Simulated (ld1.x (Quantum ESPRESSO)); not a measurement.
# Building the RRKJ potential for zirconium (revPBE, scalar-relativistic).

Zr (Z = 40), norm-conserving RRKJ (Kleinman–Bylander form), made with ld1.x (Quantum ESPRESSO) 7.5 (revPBE, scalar-relativistic). Core [Ar] 3d10, reference 4s2 4p6 4d2 5s0 5p0 (charge +2). Waves: 4s (bound): rc 2.00 bohr; 4p (bound): rc 2.05 bohr; 4d (bound): rc 2.80 bohr. Local part: all-electron potential smoothed inside 2.70 bohr (lloc = -1). Core correction: Bessel-smoothed model core inside 1.50 bohr. rho0 = 0.01.

Poles of the logarithmic derivatives, all-electron (AE) and pseudo (PS). s: poles at -5.0, 0.6 (AE) and -5.0, 0.1, 3.5 (PS) Ry. p: poles at -3.4, 1.6 (AE) and -3.4, 1.8 (PS) Ry. d: poles at -0.9, 3.4 (AE) and -0.9, 4.2 (PS) Ry. Test radius 3.06 bohr.

* Cutoffs needed: 40 Ry and 45 Ry (the cutoffs (Ry, on a coarse ladder) from which the occupation-weighted sum of valence levels, in a spherical-Bessel basis at the reference potential, stays within 10 and 1 mRy of its value at 400 Ry)
* Ghost test: no extra level below or beside the all-electron valence levels (s, p, d, f tested) (spherical-Bessel basis up to 400 Ry, 20 bohr box)
* Largest excitation error: +242 meV (all-electron minus pseudo) for 4s2 4p6 4d2 5s2 5p0, out of 7 test configurations
